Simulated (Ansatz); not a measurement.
Species: C$_{9}$H$_{8}$BN, SMILES `Bc1ccc2ccccc2n1` (charge 0, multiplicity 1), formula C9H8BN.

### Question
How many basis functions does Ansatz (a quantum-chemistry and plane-wave program) with frozen-core CCSD(T)/cc-pVDZ // B3LYP-D3(BJ)/def2-SVP use, how many core orbitals are frozen, and how many electrons are correlated?

### Answer
194 basis functions and 11 frozen orbitals, which leaves 52 correlated electrons. Core time is of the order of minutes.
